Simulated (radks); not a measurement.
Question: All-electron atom: the lead ion Pb+ in [Xe] 4f14 5d10 6s1.5 6p1.5 (fractional occupations, a model configuration). All-electron calculation, scalar-relativistic Kohn-Sham, PBE, spin-polarised, spherical densities, finite nucleus; open shells are filled with parallel spins first (spin-orbit coupling, left out, can overturn this in heavy ions); Fermi nuclear charge, rms radius 5.5012 fm. Program: a radial shooting solver on a logarithmic mesh with Libxc functionals. Some entries of the table are withheld. Estimate them.

orbital,occ.,eigenvalue (hartree),<r^2> (bohr^2)
1s up,1,-3236.978,0.0003575
1s down,1,-3236.977,0.0003575
2s up,1,-579.2805,0.005422
2s down,1,-579.2801,0.005422
2p up,3,-497.1497,0.004618
2p down,3,-497.1491,0.004618
3s up,1,-139.3006,0.03487
3s down,1,-139.2999,0.03487
3p up,3,-115.7359,0.03612
3p down,3,-115.7352,0.03612
3d up,5,-91.64200,0.02993
3d down,5,-91.64142,0.02993
4s up,1,-31.77985,0.1666
4s down,1,-31.77882,0.1666
4p up,3,-24.05327,0.1909
4p down,3,-24.05212,0.1909
4d up,5,-15.09210,0.2143
4d down,5,-15.09076,0.2143
5s up,1,-5.60856,0.8168
5s down,1,-5.60585,0.8164
4f up,7,-5.19895,0.2467
4f down,7,-5.19743,0.2466
5p up,3,-3.47016,1.078
5p down,3,-3.46677,1.075
5d up,5,-1.09527,(1)
5d down,5,-1.08196,(2)
6s up,1,-0.74809,5.641
6s down,0.5,-0.69830,5.586
6p up,1.5,-0.39939,9.856
6p down,0,-0.34591,10.08

Answer: 
(1) 5d up <r^2> (bohr^2): 1.976
(2) 5d down <r^2> (bohr^2): 1.931
